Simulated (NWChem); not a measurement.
System: CH6FNOSi; SMILES CN[Si@H](O)F

Parts of the log:

```
             Northwest Computational Chemistry Package (NWChem) 7.3.0
             --------------------------------------------------------

 C1  symmetry detected

                             Geometry "geometry" -> ""
                             -------------------------

 Output coordinates in angstroms (scale by  1.889725989 to convert to a.u.)

  No.       Tag          Charge          X              Y              Z
 ---- ---------------- ---------- -------------- -------------- --------------
    1 C                    6.0000     0.12120034     2.35862549    -0.06978152
    2 N                    7.0000    -0.33862584     1.06975622     0.38651089
    3 Si                  14.0000     0.00314356    -0.43844848    -0.31230026
    4 O                    8.0000    -1.22761205    -1.45463515     0.11561335
    5 F                    9.0000     1.36291876    -1.16107478     0.22913895
    6 H                    1.0000     0.55213276     2.26686297    -1.07898926
    7 H                    1.0000    -0.70356159     3.08842153    -0.14047831
    8 H                    1.0000     0.90370678     2.79611250     0.57659216
    9 H                    1.0000    -0.83582726     1.07806534     1.27031964
   10 H                    1.0000     0.22008012    -0.26812020    -1.76861946
   11 H                    1.0000    -0.98273419    -2.37635564     0.23933438

 Effective nuclear repulsion energy (a.u.)     252.9960090735

  xc_inp: hfexch multiplicative factor not found.

                                 NWChem DFT Module
                                 -----------------

 Summary of "ao basis" -> "ao basis" (spherical)
 ------------------------------------------------------------------------------
       Tag                 Description            Shells   Functions and Types
 ---------------- ------------------------------  ------  ---------------------
 C                           sto-3g                  3        5   2s1p
 N                           sto-3g                  3        5   2s1p
 Si                          sto-3g                  5        9   3s2p
 O                           sto-3g                  3        5   2s1p
 F                           sto-3g                  3        5   2s1p
 H                           sto-3g                  1        1   1s

            General Information
            -------------------
          SCF calculation type: DFT
          Wavefunction type:  closed shell.
          No. of atoms     :    11
          No. of electrons :    50
           Alpha electrons :    25
            Beta electrons :    25
          Charge           :     0
          Spin multiplicity:     1
          Use of symmetry is: off; symmetry adaption is: off
          Maximum number of iterations: 150
          AO basis - number of functions:    35
                     number of shells:    23
          Convergence on energy requested:  1.00D-06
          Convergence on density requested:  1.00D-05
          Convergence on gradient requested:  5.00D-04

              XC Information
              --------------
                     Hartree-Fock (Exact) Exchange  1.000

      Superposition of Atomic Density Guess
      -------------------------------------

 Sum of atomic energies:        -550.82414046

      Non-variational initial energy
      ------------------------------

 Total energy =    -551.279537
 1-e energy   =   -1273.853435
 2-e energy   =     469.577889
 HOMO         =      -0.109618
 LUMO         =       0.374277

     ---------------------------------------------
      Total Density - Mulliken Population Analysis
     ---------------------------------------------

    Atom       Charge   Shell Charges
 -----------   ------   -------------------------------------------------------
    1 C    6     5.88   1.99  1.25  2.64
    2 N    7     7.82   2.00  1.58  4.25
    3 Si  14    12.34   2.00  1.99  5.87  1.02  1.45
    4 O    8     8.84   2.00  1.82  5.02
    5 F    9     9.60   2.00  1.94  5.66
    6 H    1     0.97   0.97
    7 H    1     0.98   0.98
    8 H    1     0.98   0.98
    9 H    1     0.75   0.75
   10 H    1     1.19   1.19
   11 H    1     0.64   0.64

   convergence    iter        energy       DeltaE   RMS-Dens  Diis-err
 ---------------- ----- ----------------- --------- --------- ---------
 d= 0,ls=0.0,diis     1   -552.0680697109 -8.05D+02  2.53D-02  4.94D-01
 d= 0,ls=0.0,diis     2   -552.1674732462 -9.94D-02  4.78D-03  2.07D-02
 d= 0,ls=0.0,diis     3   -552.1715285024 -4.06D-03  1.90D-03  1.35D-03
 d= 0,ls=0.0,diis     4   -552.1719562217 -4.28D-04  3.57D-04  4.47D-05
 d= 0,ls=0.0,diis     5   -552.1719717103 -1.55D-05  1.11D-04  2.97D-06
  Resetting Diis
 d= 0,ls=0.0,diis     6   -552.1719728190 -1.11D-06  1.32D-05  5.60D-08
 d= 0,ls=0.0,diis     7   -552.1719728373 -1.83D-08  2.70D-06  3.69D-09

         Total DFT energy =     -552.171972837282
      One electron energy =    -1272.446391389176
           Coulomb energy =      520.612780793200
    Exchange-Corr. energy =      -53.334371314781
 Nuclear repulsion energy =      252.996009073475

 Numeric. integr. density =        0.000000000000

                       DFT Final Molecular Orbital Analysis
                       ------------------------------------

 Vector   23  Occ=2.000000D+00  E=-3.711649D-01
              MO Center= -4.0D-01, -1.3D+00,  1.1D-01, r^2= 2.2D+00
   Bfn.  Coefficient  Atom+Function         Bfn.  Coefficient  Atom+Function
  ----- ------------  ---------------      ----- ------------  ---------------
    22      0.739213   4 O  px               27      0.500303   5 F  px
    21     -0.250452   4 O  s                28      0.240325   5 F  py
    17     -0.155207   3 Si px               29     -0.118556   5 F  pz
    34     -0.117446  10 H  s                18     -0.094943   3 Si py
    35      0.085845  11 H  s                13      0.069811   3 Si px

 Vector   24  Occ=2.000000D+00  E=-3.562007D-01
              MO Center= -7.0D-01, -1.0D+00, -2.1D-01, r^2= 2.3D+00
   Bfn.  Coefficient  Atom+Function         Bfn.  Coefficient  Atom+Function
  ----- ------------  ---------------      ----- ------------  ---------------
    24      0.808069   4 O  pz               34      0.405577  10 H  s
    29      0.249386   5 F  pz                9      0.173739   2 N  py
    23      0.141901   4 O  py                7     -0.120149   2 N  s
     8     -0.111896   2 N  px               19     -0.094541   3 Si pz
    22      0.085862   4 O  px               33      0.081970   9 H  s

 Vector   25  Occ=2.000000D+00  E=-2.935972D-01
              MO Center= -1.6D-01,  1.1D+00,  3.0D-01, r^2= 1.8D+00
   Bfn.  Coefficient  Atom+Function         Bfn.  Coefficient  Atom+Function
  ----- ------------  ---------------      ----- ------------  ---------------
     8      0.765083   2 N  px               10      0.467980   2 N  pz
    32     -0.254956   8 H  s                31      0.217556   7 H  s
    27      0.193478   5 F  px               28     -0.173354   5 F  py
     3     -0.129226   1 C  px               34      0.127121  10 H  s
    22      0.084058   4 O  px                9     -0.079226   2 N  py

 Vector   26  Occ=0.000000D+00  E= 4.634304D-01
              MO Center= -3.0D-01, -4.3D-01, -2.6D-01, r^2= 2.7D+00
   Bfn.  Coefficient  Atom+Function         Bfn.  Coefficient  Atom+Function
  ----- ------------  ---------------      ----- ------------  ---------------
    16      1.069358   3 Si s                 7     -0.675910   2 N  s
    21     -0.570112   4 O  s                34     -0.553769  10 H  s
    22     -0.416358   4 O  px               35      0.371277  11 H  s
    17     -0.251726   3 Si px               27      0.246060   5 F  px
    12     -0.228555   3 Si s                 4     -0.200646   1 C  py

 Vector   27  Occ=0.000000D+00  E= 5.075885D-01
              MO Center=  1.7D-01, -4.2D-01, -9.6D-02, r^2= 2.2D+00
   Bfn.  Coefficient  Atom+Function         Bfn.  Coefficient  Atom+Function
  ----- ------------  ---------------      ----- ------------  ---------------
    17      0.879235   3 Si px               21      0.434645   4 O  s
     7     -0.404987   2 N  s                18      0.382505   3 Si py
    19      0.360958   3 Si pz               28     -0.340180   5 F  py
    35     -0.317671  11 H  s                26     -0.312006   5 F  s
    27      0.300122   5 F  px               16      0.272265   3 Si s

 Vector   28  Occ=0.000000D+00  E= 5.550365D-01
              MO Center=  8.6D-02, -1.2D-01, -5.5D-01, r^2= 2.8D+00
   Bfn.  Coefficient  Atom+Function         Bfn.  Coefficient  Atom+Function
  ----- ------------  ---------------      ----- ------------  ---------------
    19      0.818970   3 Si pz               34      0.733831  10 H  s
     7     -0.538068   2 N  s                18      0.451804   3 Si py
    17     -0.402261   3 Si px               16     -0.310964   3 Si s
     5      0.284670   1 C  pz                4     -0.256662   1 C  py
     2      0.237446   1 C  s                29     -0.231099   5 F  pz

     ---------------------------------------------
      Total Density - Mulliken Population Analysis
     ---------------------------------------------

    Atom       Charge   Shell Charges
 -----------   ------   -------------------------------------------------------
    1 C    6     6.07   1.99  1.17  2.91
    2 N    7     7.58   1.99  1.49  4.09
    3 Si  14    12.81   2.00  1.99  5.89  1.03  1.89
    4 O    8     8.51   2.00  1.82  4.69
    5 F    9     9.35   2.00  1.96  5.40
    6 H    1     0.95   0.95
    7 H    1     0.95   0.95
    8 H    1     0.95   0.95
    9 H    1     0.84   0.84
   10 H    1     1.18   1.18
   11 H    1     0.82   0.82

     -------------------------------------------
      Total Density - Lowdin Population Analysis
     -------------------------------------------

    Atom       Charge   Shell Charges
 -----------   ------   -------------------------------------------------------
    1 C    6     6.00   1.98  1.01  3.00
    2 N    7     7.42   1.99  1.30  4.14
    3 Si  14    12.98   2.00  1.98  5.84  1.03  2.13
    4 O    8     8.40   2.00  1.68  4.72
    5 F    9     9.31   2.00  1.90  5.41
    6 H    1     0.98   0.98
    7 H    1     0.98   0.98
    8 H    1     0.99   0.99
    9 H    1     0.89   0.89
   10 H    1     1.18   1.18
   11 H    1     0.88   0.88

     Multipole analysis of the density
     ---------------------------------

     L   x y z        total         alpha         beta         nuclear
     -   - - -        -----         -----         ----         -------
     0   0 0 0     -0.000000    -25.000000    -25.000000     50.000000

     1   1 0 0      0.053764      0.026882      0.026882     -0.000000
     1   0 1 0      0.044684      0.022342      0.022342     -0.000000
     1   0 0 1     -0.056490     -0.028245     -0.028245     -0.000000

     2   2 0 0    -28.276621    -73.050999    -73.050999    117.825377
     2   1 1 0      0.464406     -3.668755     -3.668755      7.801915
     2   1 0 1     -0.681320      1.386775      1.386775     -3.454870
     2   0 2 0    -22.617555   -194.357341   -194.357341    366.097128
     2   0 1 1      0.475312      0.074603      0.074603      0.326107
     2   0 0 2    -24.082297    -28.709597    -28.709597     33.336898
```

Level: Hartree-Fock/STO-3G. Structure relaxed at the PBE0/def2-SVP level.

Q: Write an input that gives this output.

A: This is not unique; one that fits is the input that was run:
```
start job
memory heap 200 mb stack 900 mb global 1100 mb
geometry units angstroms noautoz
  C      0.237606    -2.347084     0.082644
  N     -0.045158    -1.054594    -0.492109
  Si    -0.273319     0.403605     0.345401
  O     -1.196315     1.373127    -0.623418
  F      1.087548     1.257547     0.633772
  H      0.067206    -2.318830     1.170205
  H     -0.423811    -3.131625    -0.323380
  H      1.282076    -2.673756    -0.071881
  H     -0.004771    -1.015403    -1.504645
  H     -0.831484     0.117531     1.688365
  H     -1.018076     2.316021    -0.559995
end
basis spherical
  C library sto-3g
  N library sto-3g
  Si library sto-3g
  O library sto-3g
  F library sto-3g
  H library sto-3g
end
dft
  xc hfexch
  iterations 150
  mulliken
end
task dft energy
```
